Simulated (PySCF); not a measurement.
C4H8BF, SMILES F/C=C\B(C)C.

Geometry: B3LYP-D3(BJ)/def2-SVP. The structure was generated by enumeration; whether it is a known compound was not checked. Other conformers were not sampled.

Method: M06-2X/def2-TZVP (PySCF).

Gas-phase values at a fixed geometry.

```yaml
total_energy: -281.90981 hartree
highest_occupied_level: -9.11 eV
lowest_empty_level: -0.53 eV
orbital_gap: 8.58 eV
dipole_moment: 0.250 e·Å
quadrupole, principal values (traceless, Buckingham form, about the centre of nuclear charge): -4.20, -0.96, 5.16 D·Å
mean_static_polarisability: 63.3 bohr³ (9.37 Å³)
polarisability_principal_values: 46.6, 62.7, 80.5 bohr³
```
